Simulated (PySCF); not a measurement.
## Electron correlation in Cl⁺ (chlorine, charge +1)

[Ne] 3s2 3p4, high-spin 3P determinant. Computed with PySCF 2.14 in def2-SVP, with the non-relativistic Hamiltonian (point nucleus). Frozen: [Ne]; 6 electrons correlated.

MP2 pair energies summed by pair of shells (mhartree):

```json
{"pair": "3p-3p", "energy": "-43.37", "share (%)": "48.8"}
{"pair": "3s-3p", "energy": "-38.12", "share (%)": "42.9"}
{"pair": "3s-3s", "energy": "-7.45", "share (%)": "8.4"}
```

Total MP2 correlation energy: -88.94 mhartree.

Same-spin part -21.72 and opposite-spin part -67.22 mhartree; SCS-MP2 scales them by 1/3 and 6/5 to -87.91 mhartree.

| level | correlation energy (mhartree) |
| --- | --- |
| CCSD | -108.09 |
| (T) | -1.04 |
| CCSD(T) | -109.13 |

Diagnostics: T1 = 0.0062, D1 = 0.0201, largest double amplitude 0.051.

Cost of the coupled-cluster step: 0.05 s of wall time on 1 thread of Intel(R) Xeon(R) 6975P-C (shared host), for 6 correlated electrons.

Iterations:

```
CC2 = 0
CCSD nocc = (np.int64(4), np.int64(2)), nmo = (13, 13)
frozen orbitals [[0, 1, 2, 3, 4], [0, 1, 2, 3, 4]]
max_cycle = 100
direct = 0
conv_tol = 1e-08
conv_tol_normt = 1e-06
diis_space = 8
diis_start_cycle = 0
Init t2, MP2 energy = -0.0889415779358841
Init E_corr(UCCSD) = -0.0889415779363674
cycle = 1  E_corr(UCCSD) = -0.103815329453554  dE = -0.0148737515  norm(t1,t2) = 0.034932
cycle = 2  E_corr(UCCSD) = -0.106838334502489  dE = -0.00302300505  norm(t1,t2) = 0.0107597
cycle = 3  E_corr(UCCSD) = -0.108105674009076  dE = -0.00126733951  norm(t1,t2) = 0.00394411
cycle = 4  E_corr(UCCSD) = -0.108082118736702  dE = 2.35552724e-05  norm(t1,t2) = 0.000356313
cycle = 5  E_corr(UCCSD) = -0.108085725642509  dE = -3.60690581e-06  norm(t1,t2) = 6.23997e-05
cycle = 6  E_corr(UCCSD) = -0.108085320186361  dE = 4.05456147e-07  norm(t1,t2) = 9.53701e-06
cycle = 7  E_corr(UCCSD) = -0.108085440851839  dE = -1.20665478e-07  norm(t1,t2) = 1.81234e-06
cycle = 8  E_corr(UCCSD) = -0.10808540378157  dE = 3.70702686e-08  norm(t1,t2) = 2.71428e-07
cycle = 9  E_corr(UCCSD) = -0.108085407785585  dE = -4.00401444e-09  norm(t1,t2) = 4.72983e-08
UCCSD converged
E(UCCSD) = -458.9943204380208  E_corr = -0.1080854077855849
UCCSD(T) correction = -0.00103994036952774
```
